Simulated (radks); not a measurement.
The numbers below are computed, except where a source is named.
Species: neutral lutetium. Configuration: [Xe] 4f14 5d1 6s2. Code: a radial shooting solver on a logarithmic mesh with Libxc functionals. Model: scalar-relativistic Kohn-Sham, LDA (Slater exchange, VWN5 correlation), spin-unpolarised, spherical densities, finite nucleus; Fermi nuclear charge, rms radius 5.37 fm; hard spherical wall at 2 bohr.

Normalised radial functions P(r) = r R(r), r in bohr:

| r | 5p |
|---|---|
| 0.001944 | 0.0050 |
| 0.002512 | 0.0076 |
| 0.003218 | 0.0116 |
| 0.004157 | 0.0177 |
| 0.005328 | 0.0265 |
| 0.006882 | 0.0398 |
| 0.008819 | 0.0584 |
| 0.01139 | 0.0851 |
| 0.0146 | 0.1194 |
| 0.01886 | 0.1634 |
| 0.02416 | 0.2108 |
| 0.03122 | 0.2551 |
| 0.04 | 0.2765 |
| 0.05167 | 0.2508 |
| 0.06621 | 0.1554 |
| 0.08553 | -0.0216 |
| 0.1096 | -0.2299 |
| 0.1416 | -0.3814 |
| 0.1829 | -0.3378 |
| 0.2344 | -0.0565 |
| 0.3027 | 0.3531 |
| 0.388 | 0.5861 |
| 0.5011 | 0.4139 |
| 0.6422 | -0.1199 |
| 0.8296 | -0.7510 |
| 1.063 | -1.1155 |
| 1.373 | -1.0386 |
| 1.76 | -0.4658 |

5p: eigenvalue 27.946 eV, 3 radial nodes at r = 0.0833, 0.243, 0.612 bohr, <r> = 1.16 bohr, 90 % of the charge inside 1.56 bohr.
